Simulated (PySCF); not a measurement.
This PySCF input asks for the NMR shieldings of `[PH2][GeH2][S][GeH2][CH3]`, CH9Ge2PS; the geometry comes from PBE0-D3(BJ)/def2-SVP.

```python
import basis_set_exchange as bse
import numpy as np
from pyscf import gto, dft
from pyscf.prop import nmr

atoms = """
C    -2.340126    0.807272   -0.254677
Ge   -1.462212   -0.402193    0.995536
S     0.675078    0.191178    1.315430
Ge    1.506726   -0.331550   -0.688076
P     3.813955   -0.121677   -0.629009
H    -3.399178    0.530307   -0.366667
H    -2.276109    1.839256    0.117408
H    -1.856746    0.756718   -1.240587
H    -2.099607   -0.328500    2.394491
H    -1.495232   -1.852320    0.469000
H     0.947264    0.615073   -1.770828
H     1.122608   -1.782308   -1.044621
H     3.918122   -0.787154    0.630200
H     3.753168    1.176271   -0.035985
"""
names = dict.fromkeys(["C", "Ge", "S", "P", "H"], "pcSseg-1")
basis = {el: gto.basis.parse(bse.get_basis(n, elements=[el], fmt="nwchem")) for el, n in names.items()}
mol = gto.M(atom=atoms, basis=basis, charge=0, verbose=0)
mf = dft.RKS(mol, xc="PBE")
mf.grids.level = 2
mf.grids.alignment = dft.numint.BLKSIZE   # the property module wants whole blocks of grid points
mf.conv_tol = 1e-9
mf.kernel()

calc = nmr.RKS(mf)   # GIAO
sigma = calc.kernel()   # uncoupled for a functional without exact exchange
for i, s in enumerate(sigma):   # ppm
    print("%2d %-2s %9.2f" % (i, mol.atom_pure_symbol(i), np.trace(s) / 3))
```

Q: What does it print?

A: 
```
 0 C     179.47
 1 Ge   1325.72
 2 S     708.14
 3 Ge   1342.38
 4 P     542.68
 5 H      30.84
 6 H      30.72
 7 H      30.31
 8 H      26.17
 9 H      26.20
10 H      25.94
11 H      26.12
12 H      29.04
13 H      29.01
```

These numbers come from an equivalent density-fitted implementation of the same equations, which agrees with the script to about 0.01 ppm for H and up to a few tenths of a ppm for heavy atoms, so last digits may differ.

Q: Turn these shieldings into chemical shifts. Referencing at the same level of theory: TMS for 13C (σref 180.03) and 1H (σref 31.20); GeMe4 for 73Ge (σref 1260.97); 33S (σref 490.84) against CS2; 31P (σref 295.64) vs H3PO4.

A: Averaging equivalent atoms: C 0: 0.6; Ge 1: -65; Ge 3: -81; S 2: -217; P 4: -247.0; H 10/11: 5.17; H 8/9: 5.02; H 12/13: 2.17; H 5/6/7: 0.57 ppm. Experimental scales use liquid or dissolved standards, which lie at an offset from isolated H3PO4.

Relativistic effects, spin–orbit coupling among them, are left out; they matter for Ge and for the light atoms bonded to it.

Size and cost of the density-fitted run: 192 basis functions, 37 s wall time on 1 thread of an Arm Neoverse V1, shared host.
